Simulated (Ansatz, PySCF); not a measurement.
This Ansatz (a first-principles code) input computes a CAM-B3LYP/def2-TZVPD energy:

Ansatz 0.2 input:
```yaml
crystal:
  periodic: [false, false, false]
  atoms:
    - {symbol: Te, position_ang: [-0.00222639, -0.01879001, 0.32322704]}
    - {symbol: F, position_ang: [1.35229803, -0.75173524, -0.65903022]}
    - {symbol: F, position_ang: [0.01331367, 1.59534830, -0.53181124]}
    - {symbol: F, position_ang: [-1.35274809, -0.73504857, -0.67669258]}
basis:
  gaussian:
    orbitals: def2-TZVPD
hamiltonian:
  xc: {name: CAM-B3LYP}
total_charge: 1
output: {forces: true}
```

Q: Write an input for the same energy in PySCF and say what it gives.

A: 
```python
from pyscf import gto, scf, dft

mol = gto.M(
    atom='''
    Te   -0.00222639   -0.01879001    0.32322704
    F     1.35229803   -0.75173524   -0.65903022
    F     0.01331367    1.59534830   -0.53181124
    F    -1.35274809   -0.73504857   -0.67669258
    ''',
    basis='def2-tzvpd',
    ecp='def2-tzvp',
    charge=1,
    spin=0,
    verbose=4,
)

mf = dft.RKS(mol, xc='camb3lyp').density_fit(auxbasis='def2-universal-jkfit')
mf.grids.level = 3
mf.conv_tol = 1e-9
mf.max_cycle = 100
mf.max_memory = 1500
mf.kernel()
if not mf.converged:
    mf = mf.newton()
    mf.kernel(mf.make_rdm1())
mf.analyze()
```
It gives -567.31530 Eh, and Ansatz -567.31525 Eh, a difference of 0.05 mEh, from the treatment of integrals and grids.
